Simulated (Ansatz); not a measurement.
Geometry optimisation, Ansatz 0.2.0, RKS PBE/def2-SVP.

Input file:

```yaml
crystal:
  periodic: [false, false, false]
  atoms:
    - { symbol: F, position_ang: [2.14003, -2.56558, 1.32897] }
    - { symbol: C, position_ang: [1.24712, -1.88793, 0.59843] }
    - { symbol: Si, position_ang: [0.64579, -0.27977, 0.47478] }
    - { symbol: Al, position_ang: [0.81536, 1.98713, 1.20105] }
    - { symbol: H, position_ang: [0.07109, 2.65874, 2.40838] }
    - { symbol: H, position_ang: [1.73464, 3.08038, 0.55437] }
basis:
  gaussian: { orbitals: def2-SVP }
hamiltonian:
  xc: pbe
relax:
  f_tol: 0.015
  max_steps: 40
```

Launched with:

```bash
$ ansatz run input.yaml --threads 1 --pin off --max-ram 2048MiB --backend cpu --events-out ev --progress --plain --runs-dir out
```

**Question.** Where does it end, and by what steps?

**Answer.** The forces met the threshold. After 22 steps the energy has fallen by 2.333 eV; F1 moved furthest, 1.73 Å. Joined: C2–Al4.

```csv
step,energy less start (eV),largest force component (eV/Å),accepted
0,0.0000,2.466,yes
1,-0.5169,2.023,yes
2,-0.8127,2.239,yes
3,-0.9725,1.980,yes
4,-1.1131,2.249,yes
5,-1.1163,2.729,yes
6,-1.3744,0.687,yes
7,-1.4506,0.512,yes
8,-1.5396,0.661,yes
9,-1.6320,1.231,yes
10,-1.7571,0.558,yes
11,-1.8986,0.567,yes
12,-2.0287,0.605,yes
13,-2.1195,0.323,yes
14,-2.1596,0.681,yes
15,-2.2266,0.752,yes
16,-2.2689,0.970,yes
17,-2.3080,0.204,yes
18,-2.3217,0.278,yes
19,-2.3325,0.045,yes
20,-2.3330,0.020,yes
21,-2.3330,0.043,no
22,-2.3331,0.002,yes
```

```xyz
6
Properties=species:S:1:pos:R:3
F 2.441 -1.070 0.516
C 1.204 -0.718 0.790
Si -0.483 -0.725 1.049
Al 1.022 1.335 1.306
H -0.085 2.406 1.744
H 2.555 1.765 1.160
```

Whether the end is a true minimum wasn't checked by a vibrational analysis.

Run time: 27 s on 1 thread of Intel(R) Xeon(R) 6975P-C (Granite Rapids) (shared host), peak memory 0.16 GiB.
